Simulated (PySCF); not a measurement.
diisopropyl selenide (C$_{6}$H$_{14}$Se), singlet, at a GFN2-xTB geometry; B3LYP5/STO-3G run with PySCF.

PySCF was given this input:
```python
from pyscf import gto, scf, dft

mol = gto.M(
    atom='''
C     1.864467    1.294078    0.803179
C     1.506906   -0.172599    0.651398
C     2.684892   -0.997908    0.163607
Se   -0.003417   -0.413152   -0.644329
C    -1.486705    0.350529    0.471904
C    -1.911463    1.705468   -0.065836
C    -2.644163   -0.632036    0.512470
H     2.191164    1.703110   -0.150882
H     2.674915    1.405077    1.522796
H     1.014225    1.873789    1.157423
H     1.131159   -0.574919    1.598243
H     2.403129   -2.043817    0.055183
H     3.507665   -0.929450    0.873710
H     3.029153   -0.632172   -0.802668
H    -1.047531    0.455056    1.468876
H    -1.066703    2.389158   -0.117799
H    -2.328056    1.599982   -1.065758
H    -2.671313    2.142233    0.581452
H    -2.319204   -1.594810    0.901612
H    -3.048106   -0.783476   -0.487241
H    -3.437927   -0.247783    1.151900
''',
    basis='sto-3g',
    charge=0,
    spin=0,
    verbose=4,
)

mf = dft.RKS(mol)
mf.xc = 'b3lyp5'
mf.kernel()
```

Q: Write the output that PySCF gives for this input, abridged.

A: 
```
PySCF version 2.14.0

[INPUT] verbose = 4
[INPUT] num. atoms = 21
[INPUT] num. electrons = 84
[INPUT] charge = 0
[INPUT] spin (= nelec alpha-beta = 2S) = 0
[INPUT] symmetry False subgroup None
[INPUT] Mole.unit = angstrom
[INPUT] Symbol           X                Y                Z      unit          X                Y                Z       unit  Magmom
[INPUT]  1 C      1.864467000000   1.294078000000   0.803179000000 AA    3.523331998289   2.445453003825   1.517788339002 Bohr   0.0
[INPUT]  2 C      1.506906000000  -0.172599000000   0.651398000000 AA    2.847639635464  -0.326164839374   1.230963818089 Bohr   0.0
[INPUT]  3 C      2.684892000000  -0.997908000000   0.163607000000 AA    5.073710554036  -1.885772817512   0.309172422062 Bohr   0.0
[INPUT]  4 Se    -0.003417000000  -0.413152000000  -0.644329000000 AA   -0.006457194168  -0.780744127816  -1.217605344115 Bohr   0.0
[INPUT]  5 C     -1.486705000000   0.350529000000   0.471904000000 AA   -2.809465278022   0.662403808718   0.891769317087 Bohr   0.0
[INPUT]  6 C     -1.911463000000   1.705468000000  -0.065836000000 AA   -3.612141567240   3.222867434210  -0.124412009137 Bohr   0.0
[INPUT]  7 C     -2.644163000000  -0.632036000000   0.512470000000 AA   -4.996743898708  -1.194374940866   0.968427947056 Bohr   0.0
[INPUT]  8 H      2.191164000000   1.703110000000  -0.150882000000 AA    4.140699854006   3.218411460008  -0.285125657127 Bohr   0.0
[INPUT]  9 H      2.674915000000   1.405077000000   1.522796000000 AA    5.054856756491   2.655210713926   2.877667383583 Bohr   0.0
[INPUT] 10 H      1.014225000000   1.873789000000   1.157423000000 AA    1.916607478687   3.540948025223   2.187212480272 Bohr   0.0
[INPUT] 11 H      1.131159000000  -0.574919000000   1.598243000000 AA    2.137580713337  -1.086439453809   3.020241550503 Bohr   0.0
[INPUT] 12 H      2.403129000000  -2.043817000000   0.055183000000 AA    4.541255652000  -3.862254378730   0.104280756732 Bohr   0.0
[INPUT] 13 H      3.507665000000  -0.929450000000   0.873710000000 AA    6.628526186723  -1.756405946477   1.651072612294 Bohr   0.0
[INPUT] 14 H      3.029153000000  -0.632172000000  -0.802668000000 AA    5.724269559405  -1.194631943619  -1.516822688952 Bohr   0.0
[INPUT] 15 H     -1.047531000000   0.455056000000   1.468876000000 AA   -1.979546696992   0.859931211340   2.775773350947 Bohr   0.0
[INPUT] 16 H     -1.066703000000   2.389158000000  -0.117799000000 AA   -2.015776526252   4.514854288314  -0.222607847748 Bohr   0.0
[INPUT] 17 H     -2.328056000000   1.599982000000  -1.065758000000 AA   -4.399388242650   3.023527784234  -2.013990735064 Bohr   0.0
[INPUT] 18 H     -2.671313000000   2.142233000000   0.581452000000 AA   -5.048049962990   4.048233665005   1.098785034581 Bohr   0.0
[INPUT] 19 H     -2.319204000000  -1.594810000000   0.901612000000 AA   -4.382660386996  -3.013754120718   1.703799750621 Bohr   0.0
[INPUT] 20 H     -3.048106000000  -0.783476000000  -0.487241000000 AA   -5.760085538644  -1.480555065170  -0.920752046659 Bohr   0.0
[INPUT] 21 H     -3.437927000000  -0.247783000000   1.151900000000 AA   -6.496740466248  -0.468242008323   2.176775522886 Bohr   0.0

nuclear repulsion = 564.263648607834
number of shells = 40
number of NR pGTOs = 186
number of NR cGTOs = 62
basis = sto-3g
ecp = {}

******** <class 'pyscf.dft.rks.RKS'> ********
method = RKS
initial guess = minao
damping factor = 0
level_shift factor = 0
DIIS = <class 'pyscf.scf.diis.CDIIS'>
diis_start_cycle = 1
diis_space = 8
diis_damp = 0
SCF conv_tol = 1e-09
SCF conv_tol_grad = None
SCF max_cycles = 50
direct_scf = True
direct_scf_tol = 1e-13
XC library pyscf.dft.libxc version 7.1.2
    S. Lehtola, C. Steigemann, M. J. T. Oliveira, and M. A. L. Marques,  SoftwareX 7, 1–5 (2018)
XC functionals = b3lyp5
    P. A. M. Dirac,  Math. Proc. Cambridge Philos. Soc. 26, 376 (1930)
    F. Bloch,  Z. Phys. 57, 545 (1929)
    A. D. Becke,  Phys. Rev. A 38, 3098 (1988)
    C. Lee, W. Yang, and R. G. Parr,  Phys. Rev. B 37, 785 (1988)
    B. Miehlich, A. Savin, H. Stoll, and H. Preuss,  Chem. Phys. Lett. 157, 200 (1989)
    S. H. Vosko, L. Wilk, and M. Nusair,  Can. J. Phys. 58, 1200 (1980)
radial grids:
    Treutler-Ahlrichs [JCP 102, 346 (1995); DOI:10.1063/1.469408] (M4) radial grids

becke partition: Becke, JCP 88, 2547 (1988); DOI:10.1063/1.454033
pruning grids: <function nwchem_prune>
grids dens level: 3
symmetrized grids: False
atomic radii adjust function: <function treutler_atomic_radii_adjust>
small_rho_cutoff = 0
Set gradient conv threshold to 3.16228e-05
Initial guess from minao.
tot grids = 242448
init E= -2606.00610959584
  HOMO = -0.449159295469285  LUMO = -0.151146037195336  gap/eV = 8.10935
cycle= 1 E= -2608.66703901354  delta_E= -2.66  |g|= 0.498  |ddm|= 5.35
  HOMO = 0.037513829180875  LUMO = 0.255865322220761  gap/eV = 5.94165
cycle= 2 E= -2608.73480761336  delta_E= -0.0678  |g|= 0.429  |ddm|=    2
  HOMO = -0.0853762739368694  LUMO = 0.203982028515749  gap/eV = 7.87384
cycle= 3 E= -2608.81150084789  delta_E= -0.0767  |g|= 0.107  |ddm|= 0.905
  HOMO = -0.110780155751341  LUMO = 0.173664524104262  gap/eV = 7.74013
cycle= 4 E= -2608.81508247093  delta_E= -0.00358  |g|= 0.00902  |ddm|= 0.156
  HOMO = -0.111345324231521  LUMO = 0.174690458258572  gap/eV = 7.78343
cycle= 5 E= -2608.81511000662  delta_E= -2.75e-05  |g|= 0.00215  |ddm|= 0.0167
  HOMO = -0.110879731793269  LUMO = 0.174997097624951  gap/eV = 7.77910
cycle= 6 E= -2608.81511156034  delta_E= -1.55e-06  |g|= 0.000607  |ddm|= 0.0041
  HOMO = -0.110899623529411  LUMO = 0.174999723449475  gap/eV = 7.77972
cycle= 7 E= -2608.81511168474  delta_E= -1.24e-07  |g|= 4.47e-05  |ddm|= 0.000926
  HOMO = -0.110898968840185  LUMO = 0.174998796915248  gap/eV = 7.77967
cycle= 8 E= -2608.81511168522  delta_E= -4.81e-10  |g|= 2.78e-05  |ddm|= 0.000103
  HOMO = -0.110898633100707  LUMO = 0.174998698424696  gap/eV = 7.77966
Extra cycle  E= -2608.81511168509  delta_E= 1.34e-10  |g|= 3.44e-05  |ddm|= 8.94e-05
converged SCF energy = -2608.81511168509
```
